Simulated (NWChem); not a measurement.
The numbers come from NWChem runs, not from measurements. System: HB, charge 0, spin multiplicity 1, at a geometry optimised with PBE0/def2-SVP. The structure started from a generated list of species. Level: MP2/def2-SVP, 1 core orbitals frozen.

The NWChem input:

```
start mol
memory heap 200 mb stack 900 mb global 1100 mb
geometry units angstroms nocenter noautoz
  B      0.000000     0.000000     0.208709
  H      0.000000     0.000000    -1.043544
  symmetry group C2v
end
basis spherical
  * library def2-svp
end
scf
  rhf
  nopen 0
  maxiter 100
  thresh 1e-7
  semidirect memsize 60000000 filesize 0
end
mp2
  freeze core 1
end
task mp2 energy
```

Part of the output:

```
             Northwest Computational Chemistry Package (NWChem) 7.3.0
             --------------------------------------------------------

                                NWChem Input Module
                                -------------------

 Scaling coordinates for geometry "geometry" by  1.889725989
 (inverse scale =  0.529177249)

 Turning off AUTOSYM since
 SYMMETRY directive was detected!

                             Geometry "geometry" -> ""
                             -------------------------

 Output coordinates in angstroms (scale by  1.889725989 to convert to a.u.)

  No.       Tag          Charge          X              Y              Z
 ---- ---------------- ---------- -------------- -------------- --------------
    1 B                    5.0000     0.00000000     0.00000000     0.20870900
    2 H                    1.0000     0.00000000     0.00000000    -1.04354400

 Effective nuclear repulsion energy (a.u.)       2.1129007038

            Nuclear Dipole moment (a.u.)
            ----------------------------
        X                 Y               Z
 ---------------- ---------------- ----------------
     0.0000000000     0.0000000000     0.0000018897

      Symmetry information
      --------------------

 Group name             C2v
 Group number             16
 Group order               4
 No. of unique centers     2

      Symmetry unique atoms

     1    2


 Summary of "ao basis" -> "" (spherical)
 ------------------------------------------------------------------------------
       Tag                 Description            Shells   Functions and Types
 ---------------- ------------------------------  ------  ---------------------
 *                          def2-svp                  on all atoms

 Summary of "ao basis" -> "ao basis" (spherical)
 ------------------------------------------------------------------------------
       Tag                 Description            Shells   Functions and Types
 ---------------- ------------------------------  ------  ---------------------
 B                          def2-svp                 6       14   3s2p1d
 H                          def2-svp                 3        5   2s1p

                                 NWChem SCF Module
                                 -----------------

  ao basis        = "ao basis"
  functions       =    19
  atoms           =     2
  closed shells   =     3
  open shells     =     0
  charge          =   0.00
  wavefunction    = RHF
  use symmetry    = T
  symmetry adapt  = T

 Summary of "ao basis" -> "ao basis" (spherical)
 ------------------------------------------------------------------------------
       Tag                 Description            Shells   Functions and Types
 ---------------- ------------------------------  ------  ---------------------
 B                          def2-svp                 6       14   3s2p1d
 H                          def2-svp                 3        5   2s1p

      Symmetry analysis of basis
      --------------------------

        a1         10
        a2          1
        b1          4
        b2          4

 Forming initial guess at       0.0s

      Superposition of Atomic Density Guess
      -------------------------------------

 Sum of atomic energies:         -25.00327368

      Non-variational initial energy
      ------------------------------

 Total energy =     -24.924248
 1-e energy   =     -36.901722
 2-e energy   =       9.864573
 HOMO         =      -0.190969
 LUMO         =      -0.009636

      Symmetry analysis of molecular orbitals - initial
      -------------------------------------------------

 !! scf_movecs_sym_adapt:   10 vectors were symmetry contaminated

  Symmetry fudging

 !! scf_movecs_sym_adapt:   10 vectors were symmetry contaminated

  Numbering of irreducible representations:

     1 a1          2 a2          3 b1          4 b2

  Orbital symmetries:

     1 a1          2 a1          3 a1          4 b2          5 b1
     6 a1          7 a1          8 a1          9 b2         10 b1
    11 a1         12 b1         13 b2

 Starting SCF solution at       0.0s

 ----------------------------------------------
         Quadratically convergent ROHF

 Convergence threshold     :          1.000E-07
 Maximum no. of iterations :          100
 Final Fock-matrix accuracy:          1.000E-09
 ----------------------------------------------

              iter       energy          gnorm     gmax       time
             ----- ------------------- --------- --------- --------
                 1      -25.0855906582  2.95D-01  1.69D-01      0.0
                 2      -25.0979642781  6.88D-02  3.05D-02      0.0
                 3      -25.0989388380  1.17D-03  6.01D-04      0.0
                 4      -25.0989390633  6.90D-07  4.92D-07      0.1
                 5      -25.0989390633  2.52D-09  1.86D-09      0.1

       Final RHF  results
       ------------------

         Total SCF energy =    -25.098939063327
      One-electron energy =    -37.066833059625
      Two-electron energy =      9.854993292527
 Nuclear repulsion energy =      2.112900703770

        Time for solution =      0.0s

       Symmetry analysis of molecular orbitals - final
       -----------------------------------------------

  Numbering of irreducible representations:

     1 a1          2 a2          3 b1          4 b2

  Orbital symmetries:

     1 a1          2 a1          3 a1          4 b1          5 b2
     6 a1          7 a1          8 a1          9 b2         10 b1
    11 a1         12 b2         13 b1

             Final eigenvalues
             -----------------

              1
    1   -7.6922
    2   -0.6403
    3   -0.3460
    4    0.0551
    5    0.0551
    6    0.2625
    7    0.3119
    8    0.4348
    9    0.4971
   10    0.4971
   11    0.8399
   12    1.1774
   13    1.1774

                       ROHF Final Molecular Orbital Analysis
                       -------------------------------------

 Vector    2  Occ=2.000000D+00  E=-6.403057D-01  Symmetry=a1
              MO Center= -3.6D-17,  4.2D-17, -5.4D-01, r^2= 9.4D-01
   Bfn.  Coefficient  Atom+Function         Bfn.  Coefficient  Atom+Function
  ----- ------------  ---------------      ----- ------------  ---------------
     2      0.473471  1 B  s                 15      0.364605  2 H  s
     1      0.211700  1 B  s                  6      0.204744  1 B  pz
    16      0.173737  2 H  s

 Vector    3  Occ=2.000000D+00  E=-3.459628D-01  Symmetry=a1
              MO Center= -3.6D-18, -2.1D-16,  5.2D-01, r^2= 1.6D+00
   Bfn.  Coefficient  Atom+Function         Bfn.  Coefficient  Atom+Function
  ----- ------------  ---------------      ----- ------------  ---------------
     3      0.483637  1 B  s                  6     -0.422783  1 B  pz
     2      0.409034  1 B  s                 16     -0.264021  2 H  s
    15     -0.222298  2 H  s                  9      0.190087  1 B  pz
     1      0.169979  1 B  s

 Vector    4  Occ=0.000000D+00  E= 5.508880D-02  Symmetry=b1
              MO Center= -8.2D-17,  1.0D-33,  1.9D-01, r^2= 2.5D+00
   Bfn.  Coefficient  Atom+Function         Bfn.  Coefficient  Atom+Function
  ----- ------------  ---------------      ----- ------------  ---------------
     7      0.716895  1 B  px                 4     -0.404612  1 B  px

 Vector    5  Occ=0.000000D+00  E= 5.508880D-02  Symmetry=b2
              MO Center= -3.2D-34, -3.3D-17,  1.9D-01, r^2= 2.5D+00
   Bfn.  Coefficient  Atom+Function         Bfn.  Coefficient  Atom+Function
  ----- ------------  ---------------      ----- ------------  ---------------
     8      0.716895  1 B  py                 5     -0.404612  1 B  py

 Vector    6  Occ=0.000000D+00  E= 2.625209D-01  Symmetry=a1
              MO Center= -4.7D-18,  7.2D-17, -3.4D-01, r^2= 4.1D+00
   Bfn.  Coefficient  Atom+Function         Bfn.  Coefficient  Atom+Function
  ----- ------------  ---------------      ----- ------------  ---------------
    16      2.908904  2 H  s                  3     -2.137925  1 B  s
     9      1.857940  1 B  pz                 6     -0.266205  1 B  pz

 center of mass
 --------------
 x =   0.00000000 y =   0.00000000 z =   0.19594185

 moments of inertia (a.u.)
 ------------------
           5.170423550438           0.000000000000           0.000000000000
           0.000000000000           5.170423550438           0.000000000000
           0.000000000000           0.000000000000           0.000000000000

  Mulliken analysis of the total density
  --------------------------------------

    Atom       Charge   Shell Charges
 -----------   ------   -------------------------------------------------------
    1 B    5     4.90   1.99  1.15  0.68  0.78  0.28  0.02
    2 H    1     1.10   0.75  0.34  0.01

       Multipole analysis of the density wrt the origin
       ------------------------------------------------

     L   x y z        total         open         nuclear
     -   - - -        -----         ----         -------
     0   0 0 0     -0.000000      0.000000      6.000000

     1   1 0 0      0.000000      0.000000      0.000000
     1   0 1 0      0.000000      0.000000      0.000000
     1   0 0 1     -0.689647      0.000000      0.000002

     2   2 0 0     -4.977484      0.000000      0.000000
     2   1 1 0      0.000000      0.000000      0.000000
     2   1 0 1     -0.000000      0.000000      0.000000
     2   0 2 0     -4.977484      0.000000      0.000000
     2   0 1 1      0.000000      0.000000      0.000000
     2   0 0 2     -8.067838      0.000000      4.666600

                   NWChem MP2 Semi-direct Energy/Gradient Module
                   ---------------------------------------------

  Basis functions       =     19
  Molecular orbitals    =     19
  Frozen core           =      1
  Frozen virtuals       =      0
  Active alpha occupied =      2
  Active beta occupied  =      2
  Active alpha virtual  =     16
  Active beta virtual   =     16
  Use MO symmetry       = T
  Use skeleton AO sym   = T

  AO/Fock/Back tols     =   1.0D-09  1.0D-09  1.0D-09

 GA uses MA = F    GA memory limited = T

 Available:
  local mem=  1.26D+08
 global mem=  1.44D+08
 local disk=  0.00D+00
  mp2_memr nvloc                    16
  nvloc new                    16
   1 passes of   2:        2097152                       1552                     21325.
   1 passes of   2: M    126155354           G      144178478           F     124058202.

 Semi-direct pass number   1 of   1  for RHF alpha+beta  at        0.1s
  vrange nnbf                   190
  mp2_eaftype                    10  avail_ma_in_mb                  1099
 EAF : mp2_eaftype filesize          10      10662.
  mp2_eaf for mointskh                     10
Node 0 wrote      0.0 Mb in      0.0 s     Agg I/O rate:  1129.4 Mb/s
 Done moints_semi at        0.1s
  mp2_eaftype                    10  avail_ma_in_mb                  1089
 EAF : mp2_eaftype filesize          10      10662.
  mp2_eaf for kh                    10
 Done maket at        0.1s
 Done multipass loop at        0.1s

          -------------------------------------------
          SCF energy                 -25.098939063327
          Correlation energy          -0.059895755566
          Singlet pairs               -0.054472488346
          Triplet pairs               -0.005423267220
          Total MP2 energy           -25.158834818893
          -------------------------------------------

          ---------------------------------------------------
                    Spin Component Scaled (SCS) MP2
          Same spin pairs                     -0.003615511480
          Same spin scaling factor             0.333333333333
          Opposite spin pairs                 -0.056280244086
          Opposite spin scaling fact.          1.200000000000
          SCS-MP2 correlation energy          -0.068741463397
          Total SCS-MP2 energy               -25.167680526724
          ---------------------------------------------------

 -----------------------
 Performance information
 -----------------------

 Timer overhead =  1.68D-07 seconds/call

               Nr. of calls         CPU time (s)                 Wall time (s)                GFlops
             ---------------    -------------------     ------------------------------   -------------------
Name         Min   Avg   Max    Min     Avg     Max     Min     Avg     Max   Mx/calls   Min     Max     Sum
mp2: moin     1     1     1   1.56E-2 1.56E-2 1.56E-2  1.56E-2 1.56E-2 1.56E-2 1.56E-2   0.0     0.0     0.0
mp2: make     1     1     1   3.85E-4 3.85E-4 3.85E-4  3.85E-4 3.85E-4 3.85E-4 3.85E-4   0.0     0.0     0.0
mp2: tota     1     1     1   2.75E-2 2.75E-2 2.75E-2  2.75E-2 2.75E-2 2.75E-2 2.75E-2   0.0     0.0     0.0

 The average no. of pstat calls per process was 3.00D+00
 with a timing overhead of 5.03D-07s

 Task  times  cpu:        0.1s     wall:        0.1s

 Total times  cpu:        0.1s     wall:        0.1s
```
